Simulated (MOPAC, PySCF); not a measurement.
BClF₂, SMILES `B(F)(F)Cl`, neutral singlet in the gas phase. 

Z-matrix (Å, degrees):
```
B
F 1 1.3103
F 1 1.3103 2 119.03
Cl 1 1.7400 2 120.49 3 -180.00
```
Charge 0, spin multiplicity 1.

All levels are single points at this geometry (PBE0-D3(BJ)/def2-TZVP); Pople sets use spherical d functions. Orbital energies aren't observables, and empty levels follow the basis.

B3LYP/LANL2DZ in PySCF gives dipole (D) = 0.17.

Problem. Estimate the dipole (D) from each of these levels: PBE-D3(BJ)/def2-TZVP in PySCF; ωB97X-D3(BJ)/def2-TZVP in PySCF; B3LYP/6-31G* in PySCF; BP86/6-31G* in PySCF; PBE/6-31G* in PySCF; SVWN5/6-31G* in PySCF; HF/3-21G in PySCF; HF/6-31G* in PySCF; HF/STO-3G in PySCF; AM1 in MOPAC; PM3 in MOPAC; PM7 in MOPAC.

Solution. 
```tsv
level	dipole (D)
PBE-D3(BJ)/def2-TZVP in PySCF	0.23
ωB97X-D3(BJ)/def2-TZVP in PySCF	0.24
B3LYP/6-31G* in PySCF	0.14
BP86/6-31G* in PySCF	0.22
PBE/6-31G* in PySCF	0.22
SVWN5/6-31G* in PySCF	0.17
HF/3-21G in PySCF	0.39
HF/6-31G* in PySCF	0.05
HF/STO-3G in PySCF	1.40
AM1 in MOPAC	0.21
PM3 in MOPAC	1.17
PM7 in MOPAC	0.08
```
